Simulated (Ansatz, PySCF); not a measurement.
This PySCF input computes a SVWN5/def2-TZVPD energy:

```python
from pyscf import gto, scf, dft

mol = gto.M(
    atom='''
    Si    0.31900498    0.02338782   -0.31261708
    Br   -0.98133539   -0.50667548    1.41757470
    O    -0.21328838    1.41670935   -0.96121137
    C    -0.43083111    2.63524937   -0.26089883
    O     1.82503044    0.10938610    0.27623527
    C     2.99234947    0.26923151   -0.52709338
    O     0.25643796   -1.11008092   -1.46640885
    C    -0.88849881   -1.43071882   -2.24876189
    H    -0.73369693    3.38661122   -0.98867576
    H    -1.22072235    2.51682247    0.48385483
    H     0.48155489    2.96890157    0.23932597
    H     2.93817762    1.18528321   -1.12077731
    H     3.11941047   -0.58337303   -1.19666681
    H     3.84741700    0.33039004    0.14416320
    H    -1.68321255   -1.83659734   -1.61853178
    H    -1.26032007   -0.54822165   -2.77310159
    H    -0.59149672   -2.18429274   -2.97646191
    ''',
    basis='def2-tzvpd',
    charge=0,
    spin=0,
    verbose=4,
)

mf = dft.RKS(mol, xc='svwn').density_fit(auxbasis='def2-universal-jkfit')
mf.grids.level = 3
mf.conv_tol = 1e-9
mf.max_cycle = 100
mf.max_memory = 1500
mf.kernel()
if not mf.converged:
    mf = mf.newton()
    mf.kernel(mf.make_rdm1())
mf.analyze()
```

Write an input for the same energy in Ansatz (a quantum-chemistry and plane-wave program) and say what it gives.


Ansatz 0.2 input:
```yaml
crystal:
  periodic: [false, false, false]
  atoms:
    - {symbol: Si, position_ang: [0.31900498, 0.02338782, -0.31261708]}
    - {symbol: Br, position_ang: [-0.98133539, -0.50667548, 1.41757470]}
    - {symbol: O, position_ang: [-0.21328838, 1.41670935, -0.96121137]}
    - {symbol: C, position_ang: [-0.43083111, 2.63524937, -0.26089883]}
    - {symbol: O, position_ang: [1.82503044, 0.10938610, 0.27623527]}
    - {symbol: C, position_ang: [2.99234947, 0.26923151, -0.52709338]}
    - {symbol: O, position_ang: [0.25643796, -1.11008092, -1.46640885]}
    - {symbol: C, position_ang: [-0.88849881, -1.43071882, -2.24876189]}
    - {symbol: H, position_ang: [-0.73369693, 3.38661122, -0.98867576]}
    - {symbol: H, position_ang: [-1.22072235, 2.51682247, 0.48385483]}
    - {symbol: H, position_ang: [0.48155489, 2.96890157, 0.23932597]}
    - {symbol: H, position_ang: [2.93817762, 1.18528321, -1.12077731]}
    - {symbol: H, position_ang: [3.11941047, -0.58337303, -1.19666681]}
    - {symbol: H, position_ang: [3.84741700, 0.33039004, 0.14416320]}
    - {symbol: H, position_ang: [-1.68321255, -1.83659734, -1.61853178]}
    - {symbol: H, position_ang: [-1.26032007, -0.54822165, -2.77310159]}
    - {symbol: H, position_ang: [-0.59149672, -2.18429274, -2.97646191]}
basis:
  gaussian:
    orbitals: def2-TZVPD
hamiltonian:
  xc: {name: SVWN5}
output: {forces: true}
```
It gives -3201.96933 Eh, and PySCF -3201.96954 Eh, a difference of 0.21 mEh, from the treatment of integrals and grids.
